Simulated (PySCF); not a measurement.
Gas-phase reaction: 2 Sb(CH₃)₃ → Sb₂ + C₃H₆ (propylene) + 3 CH₄

Method: PySCF energies plus ideal-gas RRHO corrections (1 bar). † marks an energy on the PBE0/def2-TZVP geometry and frequencies. MP2 and CCSD(T) freeze the core. All species are closed-shell singlets. Sb: scalar-relativistic def2 core potential, no spin-orbit coupling. MP2 isn't extrapolated to the basis-set limit; its ΔH°(298 K) is -92.3 kJ in def2-SVP and 2.0 kJ in def2-TZVPP. CCSD(T) isn't extrapolated to the basis-set limit. The harmonic model lacks anharmonicity and excited electronic states, which grow with temperature; levels with a mode under 35 cm⁻¹ are left out. Internal rotation in C₃H₆ (propylene) is treated as a harmonic vibration of one conformer, which makes the entropy rough. Soft modes under 120 cm⁻¹ make the harmonic entropy rough for Sb(CH₃)₃.

| level | ΔE electronic, kJ | ΔH°(298 K), kJ | ΔS°(298 K), J/K | ΔG°(1000 K), kJ |
|---|---|---|---|---|
| CCSD(T)/def2-SVP† | -99 | -99 | 364 | -438 |
| M06-2X/def2-TZVP† | 52 | 53 | 364 | -287 |
| MP2/def2-SVP† | -93 | -92 | 364 | -432 |
| PBE/def2-TZVP† | -9 | -9 | 364 | -348 |
| PBE0/def2-SVP† | -18 | -17 | 364 | -357 |
| ωB97M-V/def2-TZVP† | 44 | 45 | 364 | -295 |
ΔH° is lowest at CCSD(T)/def2-SVP† and highest at M06-2X/def2-TZVP†. No reference value is set beside these.
